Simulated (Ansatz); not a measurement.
Compare A (`C[N]1[AlH][CH]1[SiH3]`) with its isomer B (`C[N]1[SiH2][Al]1[CH3]`).

Program: Ansatz. Geometries: PBE0-D4/def2-TZVP. ΔE: electronic, gas phase. CBS: MP2 limit from def2 TZ/QZ plus the TZ coupled-cluster correction, frozen cores. DFT in def2-TZVPP. B3LYP here is the variant with VWN-RPA as its local correlation; programs differ in this.

Q: Which isomer does CCSD(T)/CBS put lower? Give the gap. (Best estimate.)

A: Ansatz gave: B, by 40.2 kcal/mol.

Q: Give E(B) − E(A) in kcal/mol with MP2/def2-TZVPP, HF/def2-TZVPP, B3LYP, CCSD/def2-TZVPP, CCSD(T)/def2-SVP, PBE0-D4, ωB97M-V. (An estimate is asked.)

A: Ansatz gave: MP2/def2-TZVPP -40.2, HF/def2-TZVPP -39.9, B3LYP -41.0, CCSD/def2-TZVPP -40.4, CCSD(T)/def2-SVP -37.5, PBE0-D4 -41.7, ωB97M-V -39.8. None reverses the order clearly.

Largest T1 diagnostic: 0.015.

At CCSD(T), def2-SVP lies +2.7 kcal/mol from the extrapolated value and def2-TZVPP −0.1 kcal/mol. The D4 term adds +1.3 kcal/mol with B3LYP and +0.7 kcal/mol with PBE0; it sums over pairs of atoms, weighted by their polarisabilities, and B3LYP, whose exchange is more repulsive, gets the larger term.
